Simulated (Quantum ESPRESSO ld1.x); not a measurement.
Yb I, 70 electrons, occupied as [Xe] 4f13 5d1 6p2 (not the ground configuration).

Calculated with ld1.x of Quantum ESPRESSO 7.5: scalar-relativistic Kohn-Sham, LDA (Slater exchange, Perdew-Wang correlation), spin-polarised, spherical densities, point nucleus; open shells are filled with parallel spins first.

Energy parts (hartree):
part                      energy
total                 -14050.766
kinetic                15310.548
electron-nucleus      -34574.573
Hartree                 5496.966
exchange-correlation    -283.707

Orbitals (lengths in bohr, moments of r in powers of bohr; r(90%) holds 90 % of the orbital's charge):
orbital  occ.  eigenvalue (hartree)  r(90%)       <r^4>      <r>      <r^2>
1s up       1              -2249.11  0.0357   7.568e-07  0.01967  0.0005304
1s down     1              -2249.11  0.0357   7.568e-07  0.01967  0.0005304
2s up       1              -381.400   0.129   0.0001163  0.08338   0.008219
2s down     1              -381.398   0.129   0.0001163  0.08338   0.008219
2p up       3              -336.306   0.121  0.00008928  0.07417   0.006718
2p down     3              -336.304   0.121  0.00008928  0.07417   0.006718
3s up       1              -86.2614   0.318    0.004359   0.2170    0.05379
3s down     1              -86.2433   0.318    0.004357   0.2169    0.05378
3p up       3              -72.6706   0.324    0.004625   0.2164    0.05428
3p down     3              -72.6525   0.324    0.004623   0.2164    0.05427
3d up       5              -56.0924   0.305    0.003604   0.1962    0.04515
3d down     5              -56.0780   0.305    0.003601   0.1962    0.04513
4s up       1              -17.2660   0.701      0.1051   0.4878     0.2687
4s down     1              -17.2309   0.701      0.1051   0.4878     0.2687
4p up       3              -12.7980   0.754      0.1397   0.5179     0.3053
4p down     3              -12.7636   0.754      0.1397   0.5179     0.3054
4d up       5              -6.91698   0.840      0.2147   0.5587     0.3625
4d down     5              -6.88321   0.840      0.2149   0.5588     0.3627
5s up       1              -2.29386    1.72       3.824    1.191      1.598
5s down     1              -2.26710    1.72       3.811    1.191      1.597
5p up       3              -1.25174    2.09       8.220    1.414      2.279
5p down     3              -1.22407    2.08       8.076    1.411      2.265
4f up       7              -0.47024    1.27       1.608   0.7390     0.7254
4f down     6              -0.43726    1.27       1.583   0.7393     0.7249
5d up       1              -0.16340    4.21       139.4    2.576      8.141
5d down     0              -0.12167    4.12       138.4    2.521      7.867
6p up       2              -0.10540    7.02        1033    4.731      25.48
6p down     0              -0.05977    8.09        1824    5.269      32.35

The highest occupied level is 6p up at -2.868 eV. The configuration is held as typed, so some empty levels lie below it. The density falls to 0.001 e/bohr^3 at r = 5.52 bohr.
